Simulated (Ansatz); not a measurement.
Geometry optimisation, RKS PBE/def2-SVP (Ansatz).

Input file:

```yaml
crystal:
  periodic: [false, false, false]
  atoms:
    - { symbol: W, position_ang: [0.159155, 0.337646, -0.395959] }
    - { symbol: F, position_ang: [0.561435, -0.338515, 2.545477] }
    - { symbol: F, position_ang: [1.739594, -0.618926, 0.019137] }
    - { symbol: F, position_ang: [-0.542598, 1.834291, -1.31001] }
    - { symbol: F, position_ang: [-1.271233, 0.767398, 0.738281] }
    - { symbol: H, position_ang: [-0.518536, -1.177, 0.029036] }
    - { symbol: F, position_ang: [0.649202, -0.142912, -2.139087] }
    - { symbol: Si, position_ang: [1.491223, 2.007822, 0.926403] }
    - { symbol: H, position_ang: [2.409135, 1.379563, 1.953087] }
    - { symbol: H, position_ang: [2.373099, 2.638727, -0.122241] }
    - { symbol: H, position_ang: [0.625188, 3.04565, 1.57836] }
    - { symbol: H, position_ang: [1.460335, -0.086546, 2.568415] }
basis:
  gaussian: { orbitals: def2-SVP }
hamiltonian:
  xc: pbe
relax:
  f_tol: 0.03
  max_steps: 50
output:
  orbitals: {}
```

Launched with:

```bash
$ ansatz run input.yaml --threads 4 --pin off --max-ram 5120MiB --backend cpu --events-out ev --progress --plain --runs-dir out
```

Q: Where does it end, and by what steps?

A: The forces met the threshold. The force dipped under the threshold on the way, but the program's further checks kept it going. After 11 steps the energy has fallen by 0.150 eV; H12 moved furthest, 0.87 Å.

```json
{"step": "0", "energy less start (eV)": "0.0000", "largest force component (eV/Å)": "0.700", "accepted": "yes"}
{"step": "1", "energy less start (eV)": "-0.0059", "largest force component (eV/Å)": "1.925", "accepted": "yes"}
{"step": "2", "energy less start (eV)": "-0.0354", "largest force component (eV/Å)": "1.904", "accepted": "yes"}
{"step": "3", "energy less start (eV)": "-0.0957", "largest force component (eV/Å)": "0.329", "accepted": "yes"}
{"step": "4", "energy less start (eV)": "-0.1115", "largest force component (eV/Å)": "0.363", "accepted": "yes"}
{"step": "5", "energy less start (eV)": "-0.1219", "largest force component (eV/Å)": "0.971", "accepted": "yes"}
{"step": "6", "energy less start (eV)": "-0.1373", "largest force component (eV/Å)": "0.430", "accepted": "yes"}
{"step": "7", "energy less start (eV)": "-0.1444", "largest force component (eV/Å)": "0.149", "accepted": "yes"}
{"step": "8", "energy less start (eV)": "-0.1472", "largest force component (eV/Å)": "0.140", "accepted": "yes"}
{"step": "9", "energy less start (eV)": "-0.1483", "largest force component (eV/Å)": "0.029", "accepted": "yes"}
{"step": "10", "energy less start (eV)": "-0.1491", "largest force component (eV/Å)": "0.037", "accepted": "yes"}
{"step": "11", "energy less start (eV)": "-0.1496", "largest force component (eV/Å)": "0.029", "accepted": "yes"}
```

```xyz
12
Properties=species:S:1:pos:R:3
W 0.165 0.349 -0.252
F 0.514 -0.312 2.284
F 1.790 -0.603 0.190
F -0.479 1.743 -1.349
F -1.336 0.861 0.732
H -0.497 -1.152 0.227
F 0.628 -0.352 -1.926
Si 1.554 2.189 0.998
H 2.486 1.622 2.028
H 2.357 2.801 -0.121
H 0.632 3.208 1.603
H 1.323 -0.706 1.977
```

Whether the end is a true minimum wasn't checked by a vibrational analysis.

Time of the run: 24 s on 4 threads of Arm Neoverse V2, with other jobs on the host, peak memory 0.22 GiB.
